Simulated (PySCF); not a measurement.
FIn, neutral, multiplicity 1. Atoms are numbered in the order given.

```xyz
2

In     0.0000     0.0000    -0.3120
F      0.0000     0.0000     1.6989
```
Charge 0, spin multiplicity 1.

The structure is a stationary point at B3LYP-D3(BJ)/def2-TZVP. The def2 effective core potentials stand for the cores of In; spin–orbit coupling is left out.

These are TDDFT-PBE0/def2-TZVPD run with PySCF 2.14.0 values and carry that method's errors.

Vertical excitations; the highest root listed may be one member of a degenerate set. The molecule is in vacuum. State labels are in the subgroup C2v.

Computed excitation energies, oscillator strengths and character:
```
state  symmetry  energy (eV)  λ (nm)      f                                                                main pairs
-----  --------  -----------  ------  -----  ------------------------------------------------------------------------
S1           B1         5.07     244  0.221                                                HOMO→LUMO (degenerate set)
S2           B2         5.07     244  0.221                                              HOMO→LUMO+1 (degenerate set)
S3           A2         6.39     194  0.000                                      HOMO−2→LUMO+1 50 %, HOMO−1→LUMO 50 %
S4           A2         6.44     192  0.000                               HOMO−1→LUMO, HOMO−2→LUMO+1 (degenerate set)
S5           A1         6.44     192  0.000                               HOMO−2→LUMO, HOMO−1→LUMO+1 (degenerate set)
S6           A1         6.51     191  0.218                    HOMO→LUMO+2 69 %, HOMO−1→LUMO+1 15 %, HOMO−2→LUMO 15 %
S7           A1         7.19     172  0.056                                                          HOMO→LUMO+3 88 %
S8           A1         7.33     169  0.333  HOMO−1→LUMO+1 28 %, HOMO−2→LUMO 28 %, HOMO→LUMO+2 27 %, HOMO→LUMO+3 11 %
S9           B1         8.01     155  0.000                                            HOMO−2→LUMO+2 (degenerate set)
S10          B2         8.01     155  0.000                                            HOMO−1→LUMO+2 (degenerate set)
T1           B2         3.72     333      0                                              HOMO→LUMO+1 (degenerate set)
T2           B1         3.72     333      0                                                HOMO→LUMO (degenerate set)
T3           A1         5.60     221      0                                                          HOMO→LUMO+2 95 %
T4           A1         6.13     202      0                                      HOMO−1→LUMO+1 49 %, HOMO−2→LUMO 49 %
```
Triplets are in the Tamm–Dancoff approximation, which puts them higher than full response would, so one can lie above its singlet here.
